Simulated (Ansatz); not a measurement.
Ansatz (a quantum-chemistry and plane-wave program) input (RPA@PBE/def2-QZVPP):
A basis named .json is the Basis Set Exchange file of that set.

Ansatz 0.2 input:
```yaml
crystal:
  periodic: [false, false, false]
  atoms:
    - {symbol: Cu, position_ang: [0.00000000, 0.00000000, 0.00000000]}
    - {symbol: F, position_ang: [-0.00000000, -0.00000000, -1.81163028]}
    - {symbol: F, position_ang: [0.00000000, 0.00000000, 1.81163028]}
basis:
  gaussian:
    orbitals: def2-QZVPP.json
hamiltonian:
  xc: pbe
total_charge: -1
magnetization: {spin_polarized: false}
correlation: {method: rpa, electrons: outside_noble_gas}
```

Output:

```
Functional definition: PBE
integrals: 0.39 GiB planned
1423 factors; integrals over basis functions are off by at most 1.1e-3 eV
mean field: 1.21 GiB planned
mean field evaluation 1: about -49487.2277 eV, gradient 5.1e2 eV
mean field evaluation 2: about -49487.1266 eV, gradient 5.1e2 eV
mean field evaluation 4: about -49830.9697 eV, gradient 5.3e2 eV
mean field evaluation 8: about -50069.9328 eV, gradient 2.7e1 eV
mean field evaluation 16: about -50070.8506 eV, gradient 9.0e-3 eV
mean field evaluation 32: about -50003.0015 eV, gradient 4.1e-2 eV
mean field evaluation 64: about -49863.4099 eV, gradient 3.6e2 eV
mean field evaluation 96: about -49970.1877 eV, gradient 1.7e2 eV
mean field -50070.85055666 eV, -1840.0698187158 hartree, gradient 6.7e-6 eV, S^2 0.000000; 2 other end points of the search recorded, 0 dependent functions left out
11 core orbitals not correlated
reference -50013.42986400 eV, -1837.9596471817 hartree; 13, 13 occupied and 190, 190 virtual orbitals, 1423 factors
Total energy: -50055.82579480 eV, -1839.5176689015 hartree
```
